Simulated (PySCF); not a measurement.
Electronic structure of Tl²⁺ (thallium, charge +2) at the M06-L level

Configuration: [Xe] 4f14 5d10 6p1, 2P determinant (an excited configuration). All numbers are calculated (PySCF 2.14, a scalar-relativistic core potential, in def2-QZVPPD with the def2 core potential (60 electrons)).

| Item | Value |
| --- | --- |
| Total energy | -171.3434 hartree |
| One-electron energy | -286.7944 hartree |
| Hartree (Coulomb) energy | 130.0222 hartree |
| Exchange-correlation energy | -14.5712 hartree |
| ⟨S²⟩ | 0.7532 |
| ⟨L²⟩ | 2.023 |
| Sum of ⟨r⟩ | 24.56 bohr |
| Sum of ⟨r²⟩ | 39.31 bohr² |
| Traceless quadrupole moment −½Σ⟨3z² − r²⟩ along its main axis | -3.82 e·bohr² |
| Time after the integrals | about 5 core-seconds |

| shell | electrons | mean orbital energy (hartree) | spread (hartree) | rms radius, mean of both spins (bohr) |
| --- | --- | --- | --- | --- |
| 5s α | 1 | -5.62274 | 0 | 0.945 |
| 5s β | 1 | -5.61947 | 0 | 0.945 |
| 5p α | 3 | -3.61968 | 0.01437 | 1.08 |
| 5p β | 3 | -3.61696 | 0.01860 | 1.08 |
| 5d α | 5 | -1.29105 | 0.01390 | 1.46 |
| 5d β | 5 | -1.28614 | 0.02427 | 1.46 |
| 6p α | 1 | -0.62399 | 0 | 3.04 |

Energies and moments cover only the electrons outside the core potential. Spin-orbit coupling, absent here, splits the open shell strongly.
